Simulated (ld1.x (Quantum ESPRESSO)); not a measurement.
# What the settings do to the TM potential of oxygen (O)

Base potential:

O, norm-conserving Troullier–Martins (Kleinman–Bylander form), made with ld1.x (Quantum ESPRESSO) 7.5 (PBE, scalar-relativistic). Core [He], reference 2s2 2p3 (charge +1). Waves: 2s (bound): rc 0.85 bohr; 2p (bound): rc 1.45 bohr; 3d channel at 0.25 Ry: rc 1.20 bohr. Local part: the d channel. Core correction: Bessel-smoothed model core, default radius (core density twice the valence density).

Cutoffs, loose and tight: the cutoffs (Ry, on a coarse ladder) from which the occupation-weighted sum of valence levels, in a spherical-Bessel basis at the reference potential, stays within 10 and 1 mRy of its value at 400 Ry. They do not see the model core or the augmentation charge, which bear on the density cutoff. Test errors are all-electron minus pseudo excitation energies from the reference, over the configurations 2s2 2p4; 2s2 2p2; 2s2 2p1; 2s1 2p5; 2s2 2p0; 2s2 2p4.3; 2s0 2p6. A dash means not determined; rows that change the core or the reference have their own tests.

The default core radius of the base comes out at 0.34 bohr.

```tsv
change	outcome	cutoff, loose	cutoff, tight	bound ghosts	largest test error (meV)
base	generated	80 Ry	180 Ry	none	+1653
wave 2p (bound): rc 1.45 bohr becomes 2p (bound): rc 1.68 bohr	generated	80 Ry	180 Ry	none	+2754
wave 2s (bound): rc 0.85 bohr becomes 2s (bound): rc 1.06 bohr	generated	70 Ry	140 Ry	none	+1812
local potential the s channel	generated	90 Ry	180 Ry	none	+1621
wave 3d channel at 0.25 Ry: rc 1.20 bohr becomes 3d channel at 0.1 Ry: rc 1.20 bohr	generated	80 Ry	180 Ry	none	+1653
reference 2s1.5 2p4.5	generated	70 Ry	180 Ry	none	+812
functional BLYP	generated	80 Ry	180 Ry	none	+1663
core correction Bessel-smoothed model core inside 0.56 bohr	generated	80 Ry	180 Ry	none	+1748
wave 3d channel at 0.25 Ry: rc 1.20 bohr becomes 3d channel at 0.25 Ry: rc 0.78 bohr	generated	80 Ry	180 Ry	none	+1653
type TM semilocal; local potential the s channel	generated	90 Ry	180 Ry	none	+1621
local potential the p channel	generated	80 Ry	180 Ry	none	+1525
wave 3d channel at 0.25 Ry: rc 1.20 bohr becomes 3d channel at -0.06 Ry: rc 1.20 bohr	generated	80 Ry	180 Ry	none	+1653
```

**Question.** What comes out with this change to the base: all radii but the core radius scaled by about 0.87 (s 0.74, p 1.26, d 1.04 bohr)?

**Answer.** outcome: generated; cutoff, loose: 90 Ry; cutoff, tight: 200 Ry; bound ghosts: none; largest test error (meV): +946.
